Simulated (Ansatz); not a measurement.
C2H10B2Si, SMILES `BC(C)B[SiH3]`, relaxed with RKS PBE0-D4/def2-TZVP in the Gaussian-basis code of Ansatz from a PBE-D4/def2-SVP geometry. The force threshold is 0.005 eV/Å; the program also tests the step.

The species carries charge 0 and has multiplicity 1.

Start:

```xyz
15

B    -0.822    0.760   -1.169
C     0.287    0.676   -0.070
C     0.813    1.971    0.546
B    -0.135   -0.538    0.785
Si   -0.218   -2.446    0.119
H    -1.174    1.855   -1.574
H    -1.278   -0.239   -1.694
H     0.935    0.284   -0.925
H     1.805    1.828    1.020
H     0.124    2.319    1.341
H     0.904    2.787   -0.199
H    -0.507   -0.323    1.930
H     0.330   -2.630   -1.276
H     0.574   -3.344    1.041
H    -1.638   -2.962    0.127
```

(1) How much energy does the relaxation release, and in how many steps? (Best estimate.)

(2) Which bonds change most? (Best estimate.)

(3) Give the relaxed structure. (Best estimate.)

Answers

(1) Computed: 5.20 kJ/mol, in 13 steps, 1 of them rejected.

(2) Ansatz gave: C2–H8 from 1.143 to 1.119 Å; B1–H6 from 1.219 to 1.198 Å; B4–H12 from 1.223 to 1.202 Å; B1–H7 from 1.217 to 1.197 Å.

(3) Ansatz gave: 
```xyz
15

B    -0.823    0.765   -1.174
C     0.300    0.661   -0.102
C     0.788    1.955    0.532
B    -0.096   -0.534    0.783
Si   -0.222   -2.433    0.120
H    -1.250    1.838   -1.491
H    -1.229   -0.212   -1.736
H     1.008    0.254   -0.866
H     1.733    1.815    1.061
H     0.059    2.313    1.262
H     0.930    2.745   -0.209
H    -0.402   -0.316    1.925
H     0.302   -2.617   -1.264
H     0.544   -3.342    1.022
H    -1.642   -2.891    0.137
```
